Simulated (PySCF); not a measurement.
**Continuum solvent and chemical shifts**

Atom-mapped SMILES (the numbers label the heavy atoms): `[N:1]#[C:2][C:3]([C:4]#[N:5])([C:6]#[N:7])[C:8]#[N:9]`.

GIAO PBE0/pcSseg-1 in PySCF on one PBE0-D3(BJ)/def2-SVP conformer, non-relativistic, equivalent nuclei averaged. Solvents enter as an IEF-PCM continuum (cyclohexane with ε = 2.0, water with ε = 78.4) around the gas-phase geometry. Shifts are referred to TMS computed in the same medium.

Gas phase, δ in ppm: C2/C4/C6/C8 107.6, C3 18.7. Dipole moment 0.01 D.

(1) How does each δ change in the continuum?

(2) Which nuclei move most (in ppm), and what does the model miss?

## Answers

(1) 
```tsv
atoms	environment	Δδ, cyclohexane	Δδ, water
C2/C4/C6/C8	nitrile carbon	+1.0	+2.7
C3	quaternary sp3 carbon α to a nitrile	+0.7	+2.1
```

Changes are relative to the gas phase.

(2) C2/C4/C6/C8 (nitrile carbon, +2.7 ppm) in water. A continuum only polarises the solute; specific hydrogen bonds, the anisotropy of aromatic solvents and changes of geometry or conformer are outside it.
